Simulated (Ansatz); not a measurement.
System: RuO$_{3}$, charge 0, multiplicity 3. This is an excited triplet: at this geometry the singlet lies 0.87 eV lower at RI-MP2/CBS(def2-TZVPPD,def2-QZVPPD)+[CCSD(T)-MP2]/def2-SVPD. SMILES: [O]=[Ru](=[O])=[O]
Geometry from a B3LYP-D3(BJ)/def2-TZVP (Ansatz, a first-principles code) optimisation:
```xyz
4

Ru    -0.0089    -0.0138     0.0249
O      1.4776    -0.3035    -0.7672
O     -0.5088    -0.7940     1.4304
O     -0.9201     1.1736    -0.8001
```
Charge 0, spin multiplicity 3.

Parts of the frozen-core correlation energy in def2-SVPD (Ansatz, hartree). Frozen orbitals: 7; correlated occupied orbitals by spin: 14 and 12; virtual: 82 and 84. UHF or UKS for open shells. No spin-orbit coupling. Past Kr the def2 sets carry scalar-relativistic core potentials.

| term | value |
|---|---|
| reference (HF) | -318.36213 |
| MP2 opposite-spin | (withheld) |
| MP2 same-spin | -0.23717 |
| CCSD correlation | (withheld) |
| (T) | (withheld) |
| T1 diagnostic | 0.103 |
| largest doubles amplitude | 0.075 |
| <S^2> of the reference | 2.981 |

Some entries are withheld; supply them.


- MP2 opposite-spin, value: -0.51934
- CCSD correlation, value: -0.82402
- (T), value: -0.05288
